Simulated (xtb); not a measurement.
Al(Cl)2(OH) (AlCl2HO), SMILES [OH][Al]([Cl])[Cl]. All values are semi-empirical tight-binding results from xtb (GFN2-xTB unless named), good for trends rather than for accurate numbers. Geometry: GFN2-xTB. One conformer was computed; it need not be the lowest.

Optimised geometry:

Bond lengths (Å): Al1–Cl2 2.029, Al1–Cl3 2.029, Al1–O4 1.640, O4–H5 0.945. Bond angles (°): Cl2–Al1–Cl3 122.7, Cl2–Al1–O4 118.7, Cl3–Al1–O4 118.7, Al1–O4–H5 180.0.

For metal compounds this method's bond lengths and energies can be far off.

Task: Estimate the properties. (An estimate is asked for; the answer gives what the named calculation found.)

Result: 
| Quantity | Value |
|---|---|
| point group as xtb finds it | C2v |
| orbital gap | 4.58 eV |
| zero-point energy | 9.9 kcal/mol |
| G − E(el) at 298.15 K (modified RRHO) | -9.0 kcal/mol |

Computed atomic charges and the Wiberg bond orders between heavy atoms:
charges (e) Al1 0.39, Cl2 -0.13, Cl3 -0.13, O4 -0.45, H5 0.33. Bond orders Al1–Cl2 1.32, Al1–Cl3 1.32, Al1–O4 1.38.
